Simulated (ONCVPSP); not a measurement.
## Before and after: ONCV potential for Co (Z = 27)

ONCVPSP 4.0.1 input, shortened (lines: element, Z, core and valence counts, functional; n l f; lmax; l rc ep ncon nbas qcut; lloc lpopt rc5 dvloc0; l nproj debl; icmod fcfact rcfact), BLYP, scalar-relativistic:

```
  Co 27.00    3    4  -106131      upf
    1    0    2.00
    2    0    2.00
    2    1    6.00
    3    0    2.00
    3    1    6.00
    3    2    7.00
    4    0    2.00
    2
    0    1.40    0.00    4    9   11.10
    1    0.80    0.00    4    9    8.70
    2    0.80    0.00    4    7   11.70
    2    5    0.80    0.00
    0    2    1.30
    1    2    2.00
    2    0    3.20
    0    0.00    0.00
```

In the p channel the program set the typed energies aside and used -2.405, 0.250 Ha.

All-electron outer shells of the reference configuration (BLYP, scalar-relativistic, ld1.x):

```tsv
shell	level (eV)	outermost node (bohr)	outermost maximum (bohr)
2p	-770.25	–	0.17
3s	-102.12	0.31	0.66
3p	-65.44	0.28	0.68
3d	-8.10	–	0.66
4s	-5.42	0.96	2.29
```

Change: d: rc 0.58.

Cutoffs: the cutoffs (Ha) at which the residual kinetic energy of the hardest occupied pseudo-wave falls to 1 and 0.1 mHa per electron; they do not see the model core or the augmentation charge, which bear on the density cutoff. Errors are all-electron minus pseudo energies relative to the spin-unpolarised reference configuration.

What does the change do?

The potential gets harder (256 Ha and 375 Ha → 505 Ha and 650 Ha); a bound ghost appears in s, which as a rule spoils a file; of the 4 tests that both files solve, the error grows in 0 and shrinks in 1 by more than 15 % and 0.3 meV (median size 5.8 → 3.2 meV). A smaller radius makes the pseudo-wave follow the all-electron one further in, where it bends more sharply, so more plane waves are needed.

```tsv
quantity	base	changed
cutoff, loose	256 Ha	505 Ha
cutoff, tight	375 Ha	650 Ha
loose cutoff by channel	s 33 Ha, p 51 Ha, d 256 Ha	s 33 Ha, p 51 Ha, d 505 Ha
bound ghosts	none	s
GHOST(+) flags under 300 eV	s at 137.3 eV, p at 266.6 eV	none
error for 3s2 3p6 3d7 4s1, meV [ΔE 9.04 eV]	-0.3	-0.3
error for 3s2 3p6 3d7 4s0, meV [ΔE 26.02 eV]	+0.6	+0.8
error for 3s2 3p6 3d6 4s0, meV [ΔE 61.89 eV]	-11	+5.7
error for 3s2 3p6 3d5 4s0, meV [ΔE 117.21 eV]	-20	+21
s: phases at 1.42 bohr within 0.05 rad from the reference energy up to (Ha; the scan ends near 5)	4.8	to the end of the scan
p: phases at 0.81 bohr within 0.05 rad from the reference energy up to (Ha; the scan ends near 5)	to the end of the scan	to the end of the scan
```

 A true bound ghost makes a file unfit for plane-wave use even where its test errors are small: the radial tests pick states by their node count and pass the ghost by.
